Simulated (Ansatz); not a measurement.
One change: `CSC1=NBS1` becomes `FC1=NBS1`.

Ansatz, PBE0-D4/def2-TZVP geometries, multiplicity 1. 

```tsv
property	`CSC1=NBS1`
HOMO–LUMO gap (B3LYP/def2-TZVPP) / eV	4.54
size of the dipole moment (B3LYP/def2-TZVPP) / D	3.22
LUMO energy (B3LYP/def2-TZVPP) / eV	-2.32
HOMO–LUMO gap (ωB97M-V/def2-TZVPP) / eV	9.12
HOMO energy (B3LYP/def2-TZVPP) / eV	-6.86
LUMO energy (PBE/def2-TZVPP) / eV	-3.05
```

Task: What does the change do to each property? (Best estimate.)

Result: Computed: 
| property | `FC1=NBS1` | shift |
| --- | --- | --- |
| HOMO–LUMO gap (B3LYP/def2-TZVPP) / eV | 4.99 | 0.45 |
| size of the dipole moment (B3LYP/def2-TZVPP) / D | 1.42 | -1.80 |
| LUMO energy (B3LYP/def2-TZVPP) / eV | -2.56 | -0.24 |
| HOMO–LUMO gap (ωB97M-V/def2-TZVPP) / eV | 9.74 | 0.62 |
| HOMO energy (B3LYP/def2-TZVPP) / eV | -7.56 | -0.70 |
| LUMO energy (PBE/def2-TZVPP) / eV | -3.37 | -0.32 |

With PBE0 the HOMO falls by 0.69 eV and the LUMO falls by 0.19 eV, so the gap widens by about 0.50 eV. PBE moves the HOMO by -0.66 eV and ωB97M-V by -0.70 eV. The zero-point energy changes by -95.3 kJ/mol with -12 modes. Dipoles are sizes alone; their direction can turn.

B3LYP here is the variant with VWN-RPA as its local correlation; programs differ in this.
